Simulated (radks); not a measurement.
Values are calculated unless marked as measured or tabulated.
Problem. These are the eigenvalues of the occupied orbitals of an atom or ion with whole-number occupations (eV). Level of theory: scalar-relativistic Kohn-Sham, r2SCAN, spin-polarised, spherical densities, finite nucleus; meta-GGA in the generalised Kohn-Sham scheme; Fermi nuclear charge, rms radius of each element as measured or else 0.836 A^(1/3) + 0.57 fm (a radial shooting solver on a logarithmic mesh with Libxc functionals).

orbital  eigenvalue
1s up     -28138.35
1s down   -28137.81
2s up     -4510.536
2s down   -4510.415
2p up     -4080.273
2p down   -4079.881
3s up     -1119.213
3s down   -1118.853
3p up     -977.0450
3p down   -976.5687
3d up     -758.1128
3d down   -757.5941
4s up     -409.2282
4s down   -406.6039
4p up     -361.4224
4p down   -358.8624

Which element is it, and in what charge state? The configuration may be excited. Open shells, if any, are filled with parallel spins first.

Solution. Z = 49, indium, charge +14: In14+ in [Ar] 3d10 4s2 4p5. The list shows which subshells hold electrons but not how many an open one holds; the 1s level, -1034.1 hartree, gives Z - s = 45.5 by -(Z - s)^2/2, which with screening and relativity narrows Z to a few neighbours, and the depths of the outer levels then fix element, charge and occupations together.
